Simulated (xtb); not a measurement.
A run for xtb: GFN2-xTB on C4H8O (SMILES C=CCOC).

```
$ xtb mol.xyz --gfn 2 --sp --chrg 0 --uhf 0
13

C      1.56716324     0.07007740    -0.99110616
C      1.33186431    -0.19519108     0.28567577
C      0.03342016    -0.71127155     0.83967524
O     -1.03878361    -0.71272302    -0.07782552
C     -1.68255199     0.54178440    -0.19899387
H      0.80014071    -0.06771234    -1.74241580
H      2.53325308     0.42597864    -1.32343450
H      2.11950128    -0.05944313     1.02246789
H      0.16729479    -1.74986649     1.15958085
H     -0.23434702    -0.13828962     1.73997383
H     -2.13028264     0.84600858     0.75544453
H     -0.99435392     1.32601989    -0.52972439
H     -2.47231841     0.42462832    -0.93931786
```

The head of its log:

```
[...]
           -------------------------------------------------
          |                Calculation Setup                |
           -------------------------------------------------



           -------------------------------------------------
          |                 G F N 2 - x T B                 |
           -------------------------------------------------

        Reference                      10.1021/acs.jctc.8b01176
      * Hamiltonian:
        H0-scaling (s, p, d)           1.850000    2.230000    2.230000
        zeta-weighting                 0.500000
      * Dispersion:
        s8                             2.700000
        a1                             0.520000
        a2                             5.000000
        s9                             5.000000
      * Repulsion:
        kExp                           1.500000    1.000000
        rExp                           1.000000
      * Coulomb:
        alpha                          2.000000
        third order                    shell-resolved
        anisotropic                    true
        a3                             3.000000
        a5                             4.000000
        cn-shift                       1.200000
        cn-exp                         4.000000
        max-rad                        5.000000


          ...................................................
          :                      SETUP                      :
          :.................................................:
          :  # basis functions                  28          :
          :  # atomic orbitals                  28          :
          :  # shells                           18          :
          :  # electrons                        30          :
          :  max. iterations                   250          :
          :  Hamiltonian                  GFN2-xTB          :
          :  restarted?                      false          :
          :  GBSA solvation                  false          :
          :  PC potential                    false          :
          :  electronic temp.          300.0000000     K    :
          :  accuracy                    1.0000000          :
          :  -> integral cutoff          0.2500000E+02      :
          :  -> integral neglect         0.1000000E-07      :
          :  -> SCF convergence          0.1000000E-05 Eh   :
          :  -> wf. convergence          0.1000000E-03 e    :
          :  Broyden damping             0.4000000          :
          :  net charge                          0          :
          :  unpaired electrons                  0          :
          ...................................................

 iter      E             dE          RMSdq      gap      omega  full diag
   1    -16.8357195 -0.168357E+02  0.459E+00    5.46       0.0  T
   2    -16.8708483 -0.351288E-01  0.254E+00    5.21       1.0  T
```

**Question.** Predict the final total energy.

**Answer.** -16.6581 hartree.
